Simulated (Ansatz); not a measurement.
Diatomic CdO+, multiplicity 4 (an upper state: multiplicity 2 came lower at CCSD(T)/def2-TZVPP on PBE0 minima). No spin–orbit coupling.

Constants: fifth-degree fit in 1/R to seven points, most abundant isotopes. Runs in def2 and cc sets follow the lowest solution found near the PBE0 minimum.

Correlated levels freeze the inner cores; with def2 sets outer-core shells near the valence are correlated too.

Programs: Ansatz (a first-principles code).  In def2 rows elements past Kr take small-core potentials, without spin–orbit coupling.

```
level               r_e (Å)  ω_e (cm⁻¹)  ω_e x_e (cm⁻¹)
------------------  -------  ----------  --------------
PBE/def2-TZVPP        2.617         176             2.2
PBE0/def2-TZVPP       2.600         180             2.4
wB97X-V/def2-TZVPP    2.601         182             2.4
CCSD/def2-TZVPP       2.636         ___             3.0
CCSD(T)/def2-TZVPP      ___         ___             2.9
```

Task: What belongs in the gaps?

Result: 
- CCSD(T)/def2-TZVPP, r_e (Å): 2.615
- CCSD(T)/def2-TZVPP, ω_e (cm⁻¹): 168
- CCSD/def2-TZVPP, ω_e (cm⁻¹): 161
